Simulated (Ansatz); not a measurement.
A search over several starts for the lowest SCF solution of MoN₂F₂H₂⁺, that is Mo(NH)2F2 with one electron fewer at the given spin, in a small basis.

```yaml
crystal:
  periodic: [false, false, false]
  atoms:
    - {symbol: Mo, position_ang: [-0.453920, 0.015648, -0.314834]}
    - {symbol: N, position_ang: [-0.426876, 0.012694, 1.418996]}
    - {symbol: H, position_ang: [0.025094, -0.003729, 2.341168]}
    - {symbol: N, position_ang: [1.178036, -0.038330, -0.898691]}
    - {symbol: H, position_ang: [2.199619, -0.073009, -0.798025]}
    - {symbol: F, position_ang: [-1.207672, 1.633648, -0.872426]}
    - {symbol: F, position_ang: [-1.314281, -1.546923, -0.876199]}
basis:
  gaussian: {orbitals: def2-SVP}
total_charge: 1
magnetization: {spin_polarized: true, initial_magnetization: 1}
hamiltonian: {xc: pbe0, dispersion: d4}
output: {orbitals: {seedname: orbitals}}
```

```sh
$ ansatz run in.yaml --threads 4 --pin off --events-out ev --progress --plain --max-ram 3916MiB
```

It prints (some lines left out):

```
Functional definition: PBE0
  name "PBE0"
  cite "Adamo & Barone, J. Chem. Phys. 110, 6158 (1999) doi:10.1063/1.478522"
  cite "Perdew, Burke & Ernzerhof, Phys. Rev. Lett. 77, 3865 (1996) doi:10.1103/PhysRevLett.77.3865"
  parent pbe
  parameter a = 0.25
  parameter kappa = 0.804
  parameter beta = 0.06672455060314922
  exchange = (1 - a)*pbe_x(kappa = kappa, mu = beta*pi^2/3) + a*exact_x
  correlation = pbe_c(beta = beta)
973 factors; integrals over basis functions are off by at most 8.8e-4 eV
mean field evaluation 1: about -10262.8069 eV, gradient 6.8e1 eV
mean field evaluation 2: about -10155.9151 eV, gradient 1.8e2 eV
mean field evaluation 4: about -10278.7161 eV, gradient 8.9e0 eV
mean field evaluation 8: about -10279.2437 eV, gradient 8.7e-1 eV
mean field evaluation 16: about -10279.2580 eV, gradient 1.2e-2 eV
mean field evaluation 32: about -10279.2580 eV, gradient 3.4e-5 eV
mean field -10279.25796556 eV, -377.7557627030 hartree, gradient 2.2e-5 eV, S^2 0.851405; 6 other end points of the search recorded, 0 dependent functions left out
reference -10279.25802093 eV, -377.7557647378 hartree; 24, 23 occupied and 73, 74 virtual orbitals, 973 factors
Total energy: -10279.38061040 eV, -377.7602698176 hartree
```

It took 3.9 s on 4 threads of Intel Xeon Platinum 8259CL on a shared host.

In the def2 sets Mo takes a core potential; there is no spin–orbit coupling. The charge 1 doublet is spin-contaminated (final ⟨S²⟩ up to 0.85, 0.75 for a pure state).
